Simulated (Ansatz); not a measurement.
Reaction (formal exchange of groups at a Ge–Si bond): `ClB(Cl)[SiH2][GeH3]` + `N=CS` → `N=[C](S)[GeH3]` + `[SiH3]B(Cl)Cl`

Gas-phase electronic energies from Ansatz, PBE0-D4/def2-TZVP geometries. CCSD(T)/CBS adds triple-zeta CCSD(T) − MP2 to the extrapolated MP2 energy (def2 sets, frozen cores). This one scheme is used for every species. DFT in def2-TZVPP. B3LYP here is the variant with VWN-RPA as its local correlation; programs differ in this. For Ge outer-core shells are correlated without core-valence functions, which leaves a few kJ/mol of doubt a bond. Scalar relativity is left out up to krypton. Each species was taken in one conformer, which may not be the lowest.

```
             level  ΔE (kJ/mol)  difference from CCSD(T)/CBS
            PBE-D4         50.3                          9.4
         r2SCAN-D4         47.2                          6.3
           PBE0-D4         51.9                         11.0
          B3LYP-D4         44.0                          3.1
           ωB97X-V         43.7                          2.8
           ωB97M-V         43.2                          2.3
            B2PLYP         41.4                          0.5
               PBE         50.4                          9.5
            r2SCAN         46.9                          6.0
              PBE0         51.7                         10.8
             B3LYP         44.4                          3.5
     HF/def2-TZVPP         39.7                         -1.2
    MP2/def2-TZVPP         38.2                         -2.7
SCS-MP2/def2-TZVPP         35.7                         -5.2
   CCSD/def2-TZVPP         41.2                          0.3
CCSD(T)/def2-TZVPP         40.0                         -0.9
     HF/def2-QZVPP         39.3                         -1.6
    MP2/def2-QZVPP         38.5                         -2.4
SCS-MP2/def2-QZVPP         35.9                         -5.0
      HF/CBS(def2)         39.2                         -1.7
     MP2/CBS(def2)         39.0                         -1.9
    CCSD/CBS(def2)         42.0                          1.1
       CCSD(T)/CBS         40.9                            0
```

Largest T1 diagnostic among the species: 0.014.
